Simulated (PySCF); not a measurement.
**Dipole response of Ni+ (nickel, charge +1)**

[Ar] 3d9, 2D determinant. All numbers are calculated (PySCF 2.14, the non-relativistic Hamiltonian (point nucleus), in aug-cc-pVTZ (8s7p5d3f2g, 93 functions)). Coupled (time-dependent) response in atomic units; α is the mean over directions.

| method | mean α (bohr³) | α xx, yy, zz | C₆ (like pair) | S(−4) |
| --- | --- | --- | --- | --- |
| revPBE | 8.408 | 7.748, 7.748, 9.727 | 26.63 | 88.10 |
| MN15 | 7.121 | 6.672, 6.672, 8.018 | 23.23 | 48.32 |

S(−4) is the Cauchy moment in α(ω) = α(0) + S(−4) ω² + …

α(iu) at revPBE:

| u (hartree) | α(iu) (bohr³) |
| --- | --- |
| 0 | 8.408 |
| 0.0500 | 8.196 |
| 0.100 | 7.649 |
| 0.200 | 6.250 |
| 0.300 | 5.093 |
| 0.500 | 3.732 |
| 0.750 | 2.879 |
| 1.00 | 2.359 |
| 1.50 | 1.688 |
| 2.00 | 1.262 |
| 3.00 | 0.7795 |
| 5.00 | 0.3870 |

For an ion, C₆ is the dispersion term alone; charge-induced terms of lower order in 1/R come first.

The components differ because the open shell of this determinant is not spherical; for a pure term their mean is the scalar polarisability.
